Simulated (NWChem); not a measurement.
System: Se cation, quartet

NWChem input:

```
start job
memory heap 200 mb stack 900 mb global 1100 mb
charge 1
geometry units angstroms noautoz
  Se     0.000000     0.000000     0.000000
end
basis spherical
  * library aug-cc-pvtz
end
dft
  odft
  mult 4
  xc pbe0
  iterations 150
  mulliken
end
task dft energy
```

No stability test was run on the SCF state.

### Question
What results follow from this input? (PBE0/aug-cc-pVTZ, spin-unrestricted.) Quantities: basis functions; energy (Ha); highest occupied level (eV); lowest empty minus highest occupied level, either spin (eV); <S²>.

### Answer
```json
{
 "number_of_basis_functions": "59",
 "energy (Ha)": "-2400.89",
 "highest occupied level (eV)": "-17.86",
 "lowest empty minus highest occupied level, either spin (eV)": "5.46",
 "<S²>": "3.75"
}
```
